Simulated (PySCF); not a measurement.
Ligands exchanged one at a time, B Br-H. Isolated molecules, 0 K electronic values unless said otherwise. Strings in code marks are SMILES.

The S1 excitation (TDA) from two functionals at the same geometries (PBE0-D4/def2-TZVP), both in PySCF: PBE-D3(BJ)/def2-TZVP and B3LYP-D3(BJ)/def2-TZVP. B3LYP has the VWN-RPA correlation part, as in Gaussian. Excitations are Tamm–Dancoff values on a coarser integration grid. The basis has no diffuse functions, so Rydberg states are missing or too high.

```json
[
 {"species": "0 of 3 Br replaced by H (`BrB(Br)Br`)", "B3LYP-D3(BJ)/def2-TZVP (eV)": "4.60"},
 {"species": "1 of 3 Br replaced by H", "B3LYP-D3(BJ)/def2-TZVP (eV)": "4.82"},
 {"species": "2 of 3 Br replaced by H (`BBr`)", "B3LYP-D3(BJ)/def2-TZVP (eV)": "4.45"}
]
```

### Question
What does PBE-D3(BJ)/def2-TZVP give for each?

### Answer

- 0 of 3 Br replaced by H (`BrB(Br)Br`): 4.17
- 1 of 3 Br replaced by H: 4.41
- 2 of 3 Br replaced by H (`BBr`): 4.08
Over these rows, drawn at random from the members with no instability flagged (it was tested for open shells, ions and some series alone), PBE minus B3LYP-D3(BJ): mean -0.41 eV, from -0.43 eV to -0.37 eV.
